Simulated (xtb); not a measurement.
B(F)(Me)(OMe) (C2H6BFO), SMILES COB(C)F. All values are semi-empirical tight-binding results from xtb (GFN2-xTB unless named), good for trends rather than for accurate numbers. Geometry optimised at GFN2-xTB. Other conformers were not sampled.

Optimised geometry:

Bonded distances (Å): B1–F2 1.338, B1–C3 1.591, B1–O7 1.333, C3–H4 1.088, C3–H5 1.085, C3–H6 1.088, O7–C8 1.405, C8–H9 1.093, C8–H10 1.091, C8–H11 1.092. Angles (°): F2–B1–C3 119.1, F2–B1–O7 113.2, C3–B1–O7 127.7, B1–C3–H4 111.6, B1–C3–H5 111.1, B1–C3–H6 111.3, H4–C3–H5 108.0, H4–C3–H6 107.0, H5–C3–H6 107.7, B1–O7–C8 125.8, O7–C8–H9 109.3, O7–C8–H10 107.8, O7–C8–H11 111.9, H9–C8–H10 109.1, H9–C8–H11 109.1, H10–C8–H11 109.6.

A frequency run showed that this geometry is not a minimum.

Question: Estimate the properties. (Estimate from the structure and the level; the computed values follow.)

Answer: 
The orbital gap is 6.60 eV, the dipole moment comes out as 3.40 D and the static polarisability (D4 model) is 45.7 bohr³. The solvation energy, GFN2-xTB/ALPB(water) is -3.0 kcal/mol. The solvation energy, GFN2-xTB/ALPB(ether) comes out as -4.6 kcal/mol.

Computed IR lines (harmonic; lines under 4 % of the strongest left out, lines within 3 cm⁻¹ merged):
ν (cm⁻¹): 422 (w), 465 (w), 876 (m), 1060 (m), 1225 (s), 1338 (vs), 1384 (w), 1415 (m), 2961 (w), 2969 (w), 2989 (w), 3022 (w) (against the strongest line: vs over 80 %, s over 45 %, m over 15 %, w over 4 %, vw less)

Computed atomic charges and the Wiberg bond orders between heavy atoms:
charges (e) B1 0.47, F2 -0.30, C3 -0.21, H4 0.05, H5 0.05, H6 0.05, O7 -0.31, C8 0.03, H9 0.06, H10 0.07, H11 0.05. Bond orders B1–F2 1.01, B1–C3 1.00, B1–O7 1.24, O7–C8 0.98.
